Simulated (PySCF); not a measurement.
**`C#C[Si@@H]1OCC(=O)O1`, C$_{4}$H$_{4}$O$_{3}$Si**

Molfile (atoms numbered from 1):
```
C4H4O3Si
     RDKit          3D

 12 12  0  0  0  0  0  0  0  0999 V2000
    3.2115    0.2745   -0.4280 C   0  0  0  0  0  0  0  0  0  0  0  0
    2.1269    0.2036    0.0854 C   0  0  0  0  0  0  0  0  0  0  0  0
    0.4819    0.0976    0.9119 Si  0  0  2  0  0  4  0  0  0  0  0  0
   -0.3947   -1.1948    0.4168 O   0  0  0  0  0  0  0  0  0  0  0  0
   -1.5355   -0.8239   -0.2972 C   0  0  0  0  0  0  0  0  0  0  0  0
   -1.5807    0.7014   -0.3873 C   0  0  0  0  0  0  0  0  0  0  0  0
   -2.4302    1.3369   -0.9343 O   0  0  0  0  0  0  0  0  0  0  0  0
   -0.5388    1.2332    0.2366 O   0  0  0  0  0  0  0  0  0  0  0  0
    4.1548    0.3394   -0.8900 H   0  0  0  0  0  0  0  0  0  0  0  0
    0.4461    0.2664    2.3504 H   0  0  0  0  0  0  0  0  0  0  0  0
   -1.5068   -1.2509   -1.3042 H   0  0  0  0  0  0  0  0  0  0  0  0
   -2.4335   -1.1842    0.2139 H   0  0  0  0  0  0  0  0  0  0  0  0
  1  2  3  0
  2  3  1  0
  3  4  1  0
  4  5  1  0
  5  6  1  0
  6  7  2  0
  6  8  1  0
  8  3  1  0
  1  9  1  0
  3 10  1  1
  5 11  1  0
  5 12  1  0
M  END
```

Computed, not measured: GIAO PBE0/pcSseg-1 magnetisability, rotational g tensor and spin-rotation constants, non-relativistic, gas phase (PySCF). Geometry: GFN2-xTB.

Question: Give the nuclear spin-rotation constants along the inertial axes (H = +C I·J) beside the isotropic shieldings.

Answer: Rotational constants 3.7767, 1.2095, 1.0728 GHz. A star marks the isotopologue with that one atom substituted, in its own axes.
```
atom  isotope  Caa (kHz)  Cbb (kHz)  Ccc (kHz)  mean (kHz)  σ (ppm)
  H9       1H     -0.097     -0.123     -0.097      -0.106     29.7
 H10       1H     -0.337     -0.106      0.043      -0.133     26.6
 H11       1H     -0.448     -0.118      0.070      -0.165     27.2
 H12       1H     -0.131     -0.038     -0.093      -0.087     27.3
  C1     13C*      0.604      0.402      0.328       0.445     84.3
  C2     13C*      0.458      0.390      0.309       0.386    101.0
 Si3    29Si*     -2.399     -0.702     -0.620      -1.240    377.7
  O4     17O*     -0.376     -0.053     -0.096      -0.175    301.1
  C5     13C*      0.696      0.271      0.245       0.404    120.9
  C6     13C*      1.413      0.489      0.376       0.759     12.5
  O7     17O*     -2.172     -0.544     -0.219      -0.978   -105.9
  O8     17O*     -1.065     -0.322     -0.156      -0.514    114.3
```
For the geometry as given, no vibrational averaging.

Question: How do the rotational constants and the g tensor change when H9, H10, H11, H12 are replaced by deuterium?

Answer: Constants 3.4181, 1.1214, 1.0097 GHz; g -0.0483, -0.0148, -0.0133, against -0.0526, -0.0162, -0.0140 before.
